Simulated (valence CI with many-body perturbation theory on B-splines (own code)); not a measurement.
# Ce XXVIII: electric-dipole lines

Level of theory: valence CI with perturbative core correlation (CI+MBPT): three valence electrons over a frozen Dirac-Fock core [Ar] 3d10, radial functions for each j: 11 s, 11 p, 10 d, 8 f, 5 g, 2 h, with the one-electron correlation potential Σ1, the two-electron term Σ2, the three-electron term Σ3, Breit, model QED; selected CI, second order for the rest, scaled by the run's own slope (own B-spline code, finite nucleus).

No measured spectrum was set against this ion. As an estimate, large intervals hold to a few tenths of a per cent, small ones and those within an open d or f shell to about a per cent.

Lines 101 to 150 of 571 in falling wavelength, among levels below 419.81 eV, chosen from the strongest by gf and those to the six lowest levels. Wavelengths and rates use the calculated energies. Electric multipoles are in the length gauge, E1 and E2 with the static RPA response of the core. Weak lines are less certain than strong ones. Lines between different terms over intervals too small for the method are left out, as are lines whose strength nearly cancels. Where a level lies close to another of its J and parity, the split of strength between their lines is uncertain. The highest levels of a list are the least certain.

Levels are named by their leading jj configuration (3d3/2^4 stands for four electrons in 3d with j = 3/2), which in mixed levels can hold well under half, so a name can repeat and another be missing. Letters in brackets count levels of one name in rising energy.

```tsv
λ vac (nm)	Upper	Lower	A (s⁻¹)	S (a.u.) with core polarisation	S without
13.79	(4p1/2 4p3/2 4f5/2) J=7/2	(4s 4p1/2 4f5/2) J=5/2 [a]	1.52e+10	1.57e-01	1.69e-01
13.78	(4p3/2 4d3/2^2) J=5/2	(4s 4d3/2 4d5/2) J=5/2 [a]	2.43e+10	1.88e-01	2.03e-01
13.78	(4p1/2 4p3/2 4f5/2) J=9/2	(4s 4p1/2 4f5/2) J=7/2	5.99e+10	7.73e-01	8.29e-01
13.77	(4p3/2 4d3/2^2) J=7/2	(4s 4p1/2 4f7/2) J=5/2	6.64e+10	6.85e-01	7.37e-01
13.74	(4p1/2 4p3/2^2) J=5/2	(4s 4p1/2 4p3/2) J=5/2	1.81e+10	1.39e-01	1.50e-01
13.73	(4p3/2 4d3/2^2) J=3/2 [b]	(4s 4d3/2^2) J=1/2	3.77e+10	1.93e-01	2.08e-01
13.73	(4s 4p1/2 4p3/2) J=3/2 [b]	(4s^2 4p1/2) J=1/2	5.90e+10	3.01e-01	3.25e-01
13.71	(4p1/2 4p3/2 4f7/2) J=9/2 [a]	(4s 4p1/2 4f7/2) J=7/2 [a]	3.57e+10	4.54e-01	4.88e-01
13.68	(4p3/2^2 4d5/2) J=5/2 [a]	(4s 4p3/2 4d5/2) J=7/2 [a]	6.52e+10	4.94e-01	5.32e-01
13.67	(4s 4p1/2 4d3/2) J=5/2	(4s 4p1/2 4p3/2) J=3/2 [b]	1.48e+09	1.12e-02	1.22e-02
13.62	(4p3/2^2 4d5/2) J=9/2	(4s 4p3/2 4d5/2) J=9/2	1.26e+10	1.57e-01	1.70e-01
13.61	(4p1/2 4p3/2 4f7/2) J=7/2 [a]	(4s 4p1/2 4f7/2) J=7/2 [a]	3.59e+10	3.57e-01	3.85e-01
13.60	(4p1/2 4p3/2 4f7/2) J=7/2 [a]	(4p3/2^2 4d5/2) J=9/2	1.53e+10	1.52e-01	1.64e-01
13.59	(4p1/2 4p3/2^2) J=1/2	(4s 4p1/2 4p3/2) J=3/2 [b]	9.49e+10	2.35e-01	2.54e-01
13.58	(4p1/2 4p3/2 4d5/2) J=3/2 [b]	(4s 4p1/2 4d5/2) J=5/2 [b]	6.36e+10	3.14e-01	3.39e-01
13.56	(4p1/2 4p3/2 4f5/2) J=5/2 [b]	(4s 4p1/2 4f7/2) J=7/2 [a]	2.43e+10	1.79e-01	1.93e-01
13.54	(4p3/2^2 4f5/2) J=5/2	(4s 4p3/2 4f5/2) J=3/2 [a]	1.85e+10	1.36e-01	1.47e-01
13.51	(4p3/2^2 4d5/2) J=7/2	(4s 4p3/2 4d5/2) J=9/2	2.08e+10	2.02e-01	2.18e-01
13.50	(4p3/2^2 4d5/2) J=3/2	(4s 4p3/2 4d3/2) J=5/2 [b]	2.86e+10	1.39e-01	1.50e-01
13.50	(4p3/2^2 4f7/2) J=9/2	(4s 4p3/2 4f7/2) J=11/2	2.27e+10	2.76e-01	2.97e-01
13.49	(4p1/2 4p3/2 4d3/2) J=5/2 [b]	(4s 4p1/2 4d3/2) J=3/2 [b]	2.42e+10	1.76e-01	1.89e-01
13.48	(4p3/2 4d3/2 4d5/2) J=5/2 [e]	(4s 4d3/2 4d5/2) J=7/2 [b]	6.56e+10	4.76e-01	5.13e-01
13.45	(4p3/2^2 4d5/2) J=5/2 [b]	(4s 4p3/2 4d5/2) J=7/2 [b]	2.98e+10	2.15e-01	2.32e-01
13.43	(4p3/2^2 4f5/2) J=5/2	(4s 4p3/2 4f5/2) J=7/2 [a]	2.33e+10	1.67e-01	1.80e-01
13.43	(4p1/2 4p3/2 4d3/2) J=3/2 [b]	(4s 4p1/2 4d3/2) J=3/2 [b]	2.97e+10	1.42e-01	1.53e-01
13.43	(4p1/2 4p3/2 4d3/2) J=3/2 [a]	(4s 4p1/2 4d3/2) J=3/2 [a]	4.96e+10	2.37e-01	2.56e-01
13.42	(4s 4p3/2 4d3/2) J=1/2 [b]	(4s^2 4d3/2) J=3/2	1.00e+11	2.39e-01	2.57e-01
13.41	(4p1/2 4p3/2 4f5/2) J=5/2 [b]	(4s 4p1/2 4f5/2) J=5/2 [a]	2.80e+10	2.00e-01	2.15e-01
13.36	(4p1/2 4p3/2 4d3/2) J=1/2 [a]	(4s 4p1/2 4d3/2) J=3/2 [a]	6.72e+10	1.58e-01	1.71e-01
13.35	(4p1/2^2 4p3/2) J=3/2	(4s 4p1/2^2) J=1/2	3.68e+10	1.73e-01	1.86e-01
13.35	(4p1/2 4p3/2 4d5/2) J=7/2 [b]	(4s 4p1/2 4d5/2) J=7/2	2.07e+10	1.95e-01	2.10e-01
13.29	(4p1/2 4p3/2 4f5/2) J=3/2 [a]	(4s 4p1/2 4f5/2) J=5/2 [a]	8.00e+10	3.71e-01	3.99e-01
13.27	(4p3/2^2 4f5/2) J=7/2	(4s 4p3/2 4f7/2) J=9/2 [a]	1.74e+10	1.61e-01	1.73e-01
13.25	(4p3/2^2 4f5/2) J=7/2	(4s 4p3/2 4f5/2) J=7/2 [a]	1.93e+10	1.77e-01	1.91e-01
13.22	(4s 4p3/2 4f5/2) J=7/2 [b]	(4s^2 4f7/2) J=7/2	3.87e+10	3.54e-01	3.82e-01
13.22	(4s 4p3/2 4f7/2) J=9/2 [c]	(4s^2 4f7/2) J=7/2	1.89e+11	2.15e+00	2.31e+00
13.21	(4s 4p1/2 4p3/2) J=1/2	(4s^2 4p1/2) J=1/2	1.55e+11	3.53e-01	3.81e-01
13.21	(4p3/2 4d5/2^2) J=9/2 [b]	(4s 4d5/2^2) J=9/2	2.81e+10	3.19e-01	3.45e-01
13.20	(4s 4p3/2^2) J=1/2	(4s^2 4p3/2) J=3/2	1.09e+11	2.47e-01	2.67e-01
13.18	(4s 4p3/2 4d5/2) J=3/2	(4s^2 4d5/2) J=5/2	1.35e+11	6.11e-01	6.59e-01
13.17	(4s 4p3/2 4f7/2) J=5/2 [c]	(4s^2 4f7/2) J=7/2	1.14e+11	7.71e-01	8.30e-01
13.17	(4s 4p3/2 4f5/2) J=7/2 [b]	(4s^2 4f5/2) J=5/2	6.59e+10	5.94e-01	6.40e-01
13.15	(4s 4p3/2 4f5/2) J=3/2 [b]	(4s^2 4f5/2) J=5/2	1.33e+11	5.98e-01	6.44e-01
13.14	(4s 4p3/2^2) J=3/2	(4s^2 4p3/2) J=3/2	1.50e+11	6.72e-01	7.25e-01
13.10	(4p3/2 4d3/2 4d5/2) J=7/2 [b]	(4s 4p1/2 4f7/2) J=5/2	1.39e+10	1.23e-01	1.32e-01
13.09	(4s 4p3/2 4f5/2) J=5/2 [b]	(4s^2 4f7/2) J=7/2	2.12e+10	1.41e-01	1.51e-01
13.08	(4p1/2 4p3/2^2) J=3/2	(4s 4p1/2 4p3/2) J=3/2 [a]	5.31e+10	2.35e-01	2.53e-01
13.07	(4p3/2^3) J=3/2	(4s 4p3/2^2) J=5/2	3.65e+10	1.61e-01	1.73e-01
13.04	(4s 4p3/2 4f5/2) J=5/2 [b]	(4s^2 4f5/2) J=5/2	8.22e+10	5.40e-01	5.82e-01
13.03	(4s 4p3/2 4d5/2) J=5/2 [b]	(4s^2 4d5/2) J=5/2	1.02e+11	6.69e-01	7.22e-01
```
